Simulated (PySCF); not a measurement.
MP2, SCS-MP2 and SOS-MP2 from spin components

System: C2 (SMILES [C]=[C]), singlet, geometry from GFN2-xTB. Level: MP2/def2-TZVP in PySCF. Sums are taken with unrounded values, so a last digit can differ.

PySCF was given this input:
```python
from pyscf import gto, scf, mp

mol = gto.M(
    atom='''
C    -0.00000000   -0.00000000   -0.58034761
C     0.00000000    0.00000000    0.58034761
''',
    basis='def2-tzvp',
    verbose=4,
)

mf = scf.RHF(mol)
mf.kernel()

pt = mp.MP2(mf)
pt.kernel()
print('E(MP2) = %.10f' % pt.e_tot)
```

It gave an SCF energy of -75.392674 Eh, a same-spin correlation energy of -0.087813 Eh and an opposite-spin one of -0.295604 Eh.

Work out the MP2, SCS-MP2 (6/5 and 1/3) and SOS-MP2 (1.3 and 0) correlation and total energies.

MP2: -0.295604 + (-0.087813) = -0.383416 Eh, total -75.776090 Eh, as the program printed. SCS-MP2: 1.2 × (-0.295604) + (-0.087813)/3 = -0.383995 Eh, total -75.776669 Eh. SOS-MP2: 1.3 × (-0.295604) = -0.384285 Eh, total -75.776958 Eh. Opposite spins carry 77 % of the MP2 correlation; same-spin pairs are already kept apart by exchange.
